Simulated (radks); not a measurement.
Q: Radial electron density D(r) = 4 pi r^2 rho(r) of an atom or ion with 28 electrons. All-electron calculation, non-relativistic Kohn-Sham, LDA (Slater exchange, VWN5 correlation), spin-unpolarised, spherical densities, point nucleus. Program: a radial shooting solver on a logarithmic mesh with Libxc functionals.

r (bohr)  D(r) (e/bohr)
0.004378          4.439
0.005521          6.548
0.006963          9.471
0.008781          13.37
0.01116           18.47
0.01408           24.28
0.01775           30.40
0.02239           35.87
0.02824           39.40
0.0359            39.91
0.04527           37.44
0.05709           33.98
0.072             32.87
0.09153           36.67
0.1154            43.42
0.1456            47.17
0.1836            42.81
0.2334            32.22
0.2943            25.22
0.3712            26.46
0.4681            30.34
0.595             28.12
0.7504            19.37
0.9464            9.864
1.193             3.709
1.517            0.9599
1.913            0.1758
2.413           0.01941

What is the nuclear charge?

A: Z = 33. The innermost maximum, from 1s, lies near 1/Z = 0.0303 bohr (found: 0.0329), and its height grows with Z. The density is that of the arsenic ion As5+ in [Ar] 3d10; the configuration itself is not fixed sharply by these data, and Z only to about a unit. D(r) has 3 maxima, at r = 0.0329, 0.146, 0.495 bohr, and minima at 0.0686, 0.316 bohr, inside which lie 2.10, 11.07 electrons.
